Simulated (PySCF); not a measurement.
Compound: BrH5Si2.
SMILES: `[SiH2](Br)[SiH3]`

Computed with PySCF, PBE0-D3(BJ)/def2-SVP geometry optimisation, gas phase.

Masses are those of the commonest isotopes; rigid-rotor values at the optimised geometry. 

What are A, B and C (MHz)?

Ia = 54.20, Ib = 335.68, Ic = 377.91 u·Å²; 505379 MHz·u·Å²/I gives A = 9325, B = 1506, C = 1337 MHz.

Classify the top.

A near-prolate asymmetric top; Ray's κ = -0.958.

What does the inertial defect say?

Not planar: Δ = Ic − Ia − Ib = -11.96 u·Å². For a rigid frame Δ = −2 Σ m c², so Σ m c² = 5.98 u·Å² lies off the ab plane, practically all of it from hydrogen. The atom farthest from that plane is 1.24 Å away.

Give the other two planar moments, Paa and Pbb, and the rms extents of the mass along the axes.

Paa = Σ m a² = (Ib + Ic − Ia)/2 = 329.69 and Pbb = Σ m b² = (Ia + Ic − Ib)/2 = 48.21 u·Å². With the mass M = 139.91 u, the rms extents √(P/M) along a, b and c are 1.54, 0.59, 0.21 Å.

Give the coordinates in the principal-axis frame, origin at the centre of mass.

The sense of each axis is arbitrary; atoms in the order of the calculation.
```csv
atom,mass (u),a (Å),b (Å),c (Å)
Si1,27.977,2.468,0.495,0.000
Si2,27.977,0.661,-0.994,0.000
Br3,78.918,-1.235,0.193,0.000
H4,1.008,3.749,-0.276,0.029
H5,1.008,2.420,1.332,-1.236
H6,1.008,2.388,1.372,1.206
H7,1.008,0.656,-1.865,1.212
H8,1.008,0.654,-1.857,-1.218
```

Which types of transition are allowed, and where do some lines up to J = 4 fall?

The dipole components are |μa| = 1.36 D, |μb| = 0.55 D, |μc| = 0.00 D; the mirror of this Cs structure is the ab plane, so μc vanishes by symmetry and there are no c-type lines. The squared components, which scale the intensities, stand as 1.00 : 0.16 (a : b). Some lines, for components of 0.1 D or more:

```csv
type,branch,"J(Ka,Kc)",MHz,lower level (cm⁻¹)
a,Q,"2(1,1) ← 2(1,2)",505,0.540
b,R,"3(0,3) ← 2(1,2)",864,0.540
a,Q,"3(1,2) ← 3(1,3)",1009,0.816
a,R,"2(0,2) ← 1(0,1)",5683,0.095
a,R,"2(1,1) ← 1(1,0)",5854,0.361
b,Q,"2(1,1) ← 2(0,2)",8159,0.284
a,R,"3(0,3) ← 2(0,2)",8518,0.284
b,Q,"4(1,3) ← 4(0,4)",8778,0.947
b,R,"1(1,1) ← 0(0,0)",10662,0.000
a,R,"4(1,4) ← 3(1,3)",11030,0.816
a,R,"4(0,4) ← 3(0,3)",11345,0.569
a,R,"4(2,3) ← 3(2,2)",11369,1.624
a,R,"4(3,2) ← 3(3,1)",11377,2.942
a,R,"4(3,1) ← 3(3,0)",11377,2.942
b,R,"2(1,2) ← 1(0,1)",13337,0.095
b,Q,"4(2,2) ← 4(1,3)",22915,1.240
b,Q,"2(2,1) ← 2(1,2)",23963,0.540
b,R,"2(2,0) ← 1(1,1)",29483,0.356
b,R,"3(2,1) ← 2(1,2)",32505,0.540
b,Q,"3(3,0) ← 3(2,1)",39506,1.624
b,Q,"4(4,1) ← 4(3,2)",55320,3.321
b,R,"4(4,0) ← 3(3,1)",66697,2.942
```

No frequency check. Constants of a rigid frame at the computed geometry: no zero-point averaging, no centrifugal distortion. A rigid rotor knows nothing of internal rotation, which can split or shift real lines. Quadrupole hyperfine structure (79Br) is left out.
